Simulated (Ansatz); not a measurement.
Problem. Name a neutral molecule of Al, C, N, O and H with LUMO energy (PBE/def2-TZVPP) between -1.15 and -0.85 eV and HOMO energy (B3LYP/def2-TZVPP) between -6.75 and -6.45 eV (Ansatz, PBE0-D4/def2-TZVP geometry).

Solution. `N[CH2][Al]([OH])[OH]` (-0.93 eV, -6.64 eV); `C1[NH][AlH][O]1` (-1.12 eV, -6.60 eV). Other molecules can fit too; these were computed, each in one conformer that needn't be the lowest.

B3LYP here is the variant with VWN-RPA as its local correlation; programs differ in this.
